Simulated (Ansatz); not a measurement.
```xyz
14

C    -1.0421    0.4614    1.6457
Ga    0.1849    0.4774    0.1004
C     1.9728   -0.3470   -0.0288
N    -0.9374   -0.5274   -1.4319
F     0.0446    1.9931   -0.8755
H    -1.2517   -0.5546    1.9914
H    -0.6062    1.0069    2.4861
H    -1.9899    0.9450    1.3978
H     2.3947   -0.2128   -1.0277
H     2.6615    0.1151    0.6825
H     1.9451   -1.4171    0.1944
H    -1.2253   -1.4844   -1.2655
H    -0.3877   -0.4966   -2.2835
H    -1.7632    0.0412   -1.5854
```

The species carries charge 0 and has multiplicity 1.

(1) List the CAM-B3LYP/def2-TZVPP orbital energies in eV (Ansatz 0.2.0). (Estimate.)

Answers

(1) Ansatz gave: Occupied: -10138.32, -1249.90, -1107.19, -1107.12, -1107.09, -670.60, -393.14, -277.72, -277.71, -150.33, -103.79, -103.63, -103.54, -31.20, -27.62, -23.65, -23.54, -23.53, -23.45, -23.40, -20.27, -20.02, -16.65, -16.51, -14.05, -12.46, -12.25, -12.12, -11.98, -11.50, -10.98, -10.84, -9.87, -8.51. Lowest empty: 0.68, 2.10, 2.51, 2.58, 3.10, 3.39, 3.98, 4.39.
